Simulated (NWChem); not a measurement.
System: CaClF; SMILES [Ca]([F])[Cl]

Here is an NWChem input.

```
start job
memory heap 200 mb stack 900 mb global 1100 mb
geometry units angstroms noautosym nocenter noautoz
  Ca     0.147823     0.472880     0.000000
  F     -0.652267     2.257017     0.000000
  Cl     0.009074    -1.988492     0.000000
end
basis spherical
  Ca library 6-31g*
  F library 6-31g*
  Cl library 6-31g*
end
dft
  xc hfexch
  iterations 150
end
property
  shielding
  efieldgrad
end
task dft property
```

The geometry was optimised at PBE0/def2-SVP.

GIAO values for the isolated, static molecule; σ is the absolute isotropic shielding, δ = σ(reference) − σ with the isolated reference molecule computed at the same levels (19F: trichlorofluoromethane).

Atoms are numbered as in the input.

What results follow from this input? (Hartree-Fock/6-31G* (spherical d), GIAO.) Quantities: σ Ca1 (ppm); δ F2 (ppm); σ Cl3 (ppm).


| Item | Value |
|---|---|
| σ Ca1 (ppm) | 1236.5 |
| δ F2 (ppm) | -65.8 |
| σ Cl3 (ppm) | 1055.1 |
